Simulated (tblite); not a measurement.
Compound: C6H10PS (charge +1).
Z-matrix (Å and degrees, GFN2-xTB geometry), rows numbered from 1:
```
C 
C   1  1.5280
P   2  1.8117  1  110.75
C   3  1.7650  2  113.79  1  -175.94
C   4  1.3787  3  127.78  2  -138.58
C   5  1.4016  4  112.03  3  -178.65
C   6  1.3640  5  112.86  4     0.20
S   7  1.7044  6  113.11  5    -0.09
H   1  1.0884  2  111.22  3    60.71
H   1  1.0882  2  111.29  3   -60.49
H   1  1.0868  2  109.65  3  -179.87
H   2  1.0964  1  111.11  3  -119.69
H   2  1.0957  1  111.42  3   120.18
H   3  1.3757  2  110.61  1    61.98
H   3  1.3822  2  107.64  1   -51.34
H   5  1.0759  4  123.79  3     1.83
H   6  1.0745  5  123.75  4  -179.82
H   7  1.0726  6  127.68  5  -179.85
```

Computed values, GFN2-xTB/tblite, gas phase, harmonic and unscaled. Against measured fundamentals such values can be off by several per cent, at times by over 20. Modes of hydrogen on phosphorus can be 10 to 20 % off. One conformer, not necessarily the lowest.

Harmonic wavenumbers (cm⁻¹): 27.7, 62.1, 77.9, 172.1, 201.0, 212.9, 272.3, 400.7, 442.4, 513.9, 522.5, 628.9, 703.4, 727.9, 738.9, 761.8, 802.0, 827.3, 851.6, 859.6, 862.6, 992.7, 1001.7, 1002.5, 1022.2, 1059.5, 1072.4, 1099.3, 1169.0, 1182.1, 1230.6, 1331.5, 1391.3, 1398.5, 1417.2, 1470.9, 1477.4, 1499.1, 2373.0, 2438.6, 2921.6, 2933.2, 3036.5, 3039.5, 3062.5, 3123.5, 3147.3, 3166.0.

A = 3767, B = 789.8, C = 681.7 MHz; mass 145.024 u (most abundant isotopes); point group C1, symmetry number 1.

Q: Zero-point energy?

A: Half the sum of the wavenumbers: 30365 cm⁻¹ = 86.82 kcal/mol.

Q: What is S at 500 K and 1 bar for an ideal gas of classical rigid rotors and harmonic oscillators?

A: Translation 43.42, rotation 30.99, vibration 48.36: S = 122.8 cal/(mol K).

Q: And Cp and H(500 K) − H(0)?

A: Cp = 55.51 cal/(mol K), of which vibrations give 47.56 (their classical limit is 48 R = 95.4); H(500 K) − H(0) = 16.13 kcal/mol without the zero-point energy, 12.15 from vibrations.

Q: What must be added to the electronic energy to get the Gibbs energy at 500 K and 1 bar?

A: ZPE + [H(500 K) − H(0)] − T·S = 86.82 + 16.13 − 61.39 = 41.56 kcal/mol.

Q: How do the functions run with temperature in this model?

A: 
```csv
T (K),S (cal/(mol K)),Cp (cal/(mol K)),H − H(0) (kcal/mol),G − H(0) (kcal/mol),ln q(vib)
150,79.4,22.1,2.32,-9.59,3.54
250,92.9,31.9,5.00,-18.22,6.00
298.15,99.0,37.1,6.66,-22.84,7.17
400,111.3,47.3,10.97,-33.55,9.66
600,133.5,62.2,22.02,-58.08,14.54
900,161.5,75.8,42.90,-102.48,21.51
```

q(vib) and H(0) count from the zero-point level.

Hindered rotation and anharmonicity are outside this model. Other conformers, if any are populated, would add a mixing term that is left out. The structure is chiral; the term R ln 2 for an equal mix with its mirror image is left out.
